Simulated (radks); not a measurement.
All-electron atom: Ca I in [Ar] 4s2 (the NIST ground configuration).

All-electron calculation, non-relativistic Kohn-Sham, PBEsol, spin-polarised, spherical densities, point nucleus. Program: a radial shooting solver on a logarithmic mesh with Libxc functionals.

Energy parts (eV):
part                      energy
total                 -18408.528
kinetic                18387.636
electron-nucleus      -43607.006
Hartree                 7761.098
exchange-correlation    -950.257

Orbitals (lengths in bohr, moments of r in powers of bohr):
orbital  occ.  eigenvalue (eV)      <r>
1s          2        -3922.650  0.07744
2s          2        -410.0710   0.3672
2p          6        -334.1884   0.3289
3s          2         -46.5527    1.163
3p          6         -28.0009    1.273
4s          2          -3.7512    4.027

The highest occupied level is 4s at -3.751 eV. Summed over all electrons, <r^2> = 52.92 bohr^2, which gives a Langevin (diamagnetic) susceptibility term of -41.9 x 10^-6 cm^3/mol. The electron density at the nucleus is 5313 e/bohr^3.

Run on one thread of a shared host, so times are rough (Arm Neoverse V2): 0.11 s of CPU time, 0.11 s wall, 14 iterations on 2669 mesh points.
